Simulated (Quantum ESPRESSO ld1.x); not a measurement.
Li2+, 1 electrons, occupied as 1s1. All-electron calculation, non-relativistic Kohn-Sham, PW91, spin-unpolarised, spherical densities, point nucleus; without spin polarisation the odd electron is poorly described. Program: ld1.x of Quantum ESPRESSO 7.5. Some entries of the table are withheld. Estimate them.

orbital  occ.  eigenvalue (eV)  <r^2> (bohr^2)
1s          1         -99.0916          0.3571
2s          0              (1)             (2)
2p          0              (3)             (4)

Answer. 
(1) 2s eigenvalue (eV): -18.5782
(2) 2s <r^2> (bohr^2): 5.901
(3) 2p eigenvalue (eV): -17.3095
(4) 2p <r^2> (bohr^2): 4.632
